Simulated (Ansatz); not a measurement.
Mean bond length (Å) of eight halogen compounds: PBE-D3(BJ) beside B3LYP-D3(BJ), computed with Ansatz (a program for electronic structure) for isolated molecules in the bases named; differences from unrounded values. The eight are the first of their class met in an unordered collection, after screening for sound electronic states; none was chosen by its value. Each level has its own optimised geometry.

```tsv
molecule	basis	B3LYP-D3(BJ)	PBE-D3(BJ)	difference
1,2-difluorocyclopenta-1,3-diene (C5H4F2), SMILES FC1=C(F)CC=C1	def2-SVP	1.293	1.299	0.006
C₄H₄Cl₂, SMILES CC(Cl)=C=CCl	def2-SVP	1.337	1.343	0.006
Se(Cl)(SMe) (CH3ClSSe), SMILES CS[Se]Cl	def2-SVP	1.592	1.596	0.004
trans-(1R,2R)-1-chloro-2-methylcyclopropane (C₄H₇Cl), SMILES C[C@@H]1C[C@H]1Cl	def2-SVP	1.290	1.296	0.006
(E)-3-chloropent-3-en-1-yne (C5H5Cl), SMILES C#C/C(Cl)=C\C	def2-SVP	1.272	1.278	0.006
(Z)-1,2-dibromo-1,2-difluoroethene (C2Br2F2), SMILES F/C(Br)=C(\F)Br	def2-SVP	1.549	1.554	0.005
C5H3F, SMILES C(C#C)(C#C)F	def2-SVP	1.250	1.257	0.007
C4H4ClF, SMILES CC(Cl)=C=CF	def2-SVP	1.292	1.299	0.007
```

PBE-D3(BJ) lies below B3LYP-D3(BJ) in 0 and above it in 8 of the eight; the mean signed difference is 0.006 and the largest 0.007 Å.
